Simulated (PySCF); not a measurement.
Computed shifts of a molecule C₂H₈FNSi₂, PBE/pcSseg-1 run with PySCF, GIAO, gas phase, equivalent atoms averaged, in ppm (number of nuclei): ¹⁹F: -249.7 (1). ²⁹Si: 38.9 (1), -92.6 (1). ¹³C: 46.4 (1), 41.2 (1). ¹⁵N: 50.7 (1). ¹H: 6.08 (1), 4.25 (1), 3.57 (1), 3.54 (1), 3.37 (1), 2.52 (1), 2.38 (1), -0.56 (1). References: ¹⁹F against CFCl3 (σ = 133.6 ppm); ²⁹Si against TMS (σ = 335.4 ppm); ¹³C against TMS (σ = 182.0 ppm); ¹⁵N against NH3 (σ = 267.0 ppm); ¹H against TMS (σ = 31.49 ppm), references at their B3LYP-D3(BJ)/def2-TZVP geometries, non-relativistic. Geometry optimised at r2SCAN-D4/def2-SVP. Other conformers were not sampled.

Identify the compound among the candidates.
A) F[Si@@H]1CNC[SiH2]1
B) C[C@@H]1[SiH2]N[Si@@H]1F
C) CN1[SiH2]C[Si@H]1F
D) N[Si@H]1C[Si@@H](F)C1

A, F[Si@@H]1CNC[SiH2]1
